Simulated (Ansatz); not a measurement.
Z-matrix (Å, degrees):
```
C
F 1 1.324
F 1 1.327 2 108.9
F 1 1.324 2 109.3 3 -118.8
C 1 1.552 2 110.4 3 119.6
Cl 5 1.753 1 111.1 2 60.5
F 5 1.331 1 108.5 2 -60.6
F 5 1.331 1 108.5 2 -178.4
```

Charge 0, multiplicity 1.

Problem. List the ωB97M-V/def2-TZVPP orbital energies in eV (Ansatz 0.2.0). (An estimate is asked.)

Solution. Computed: Occupied: -2773.21, -679.44, -679.44, -679.44, -679.44, -679.40, -289.32, -288.71, -263.60, -201.14, -200.91, -200.90, -40.66, -39.67, -38.22, -38.07, -37.91, -28.11, -24.85, -22.36, -20.86, -20.55, -20.37, -19.53, -18.76, -17.12, -16.82, -16.73, -16.34, -15.87, -15.76, -15.33, -15.32, -15.12, -13.47, -12.48, -12.45. Lowest empty: 2.23, 3.97, 4.22, 4.86, 5.72, 6.85, 7.12, 7.34.
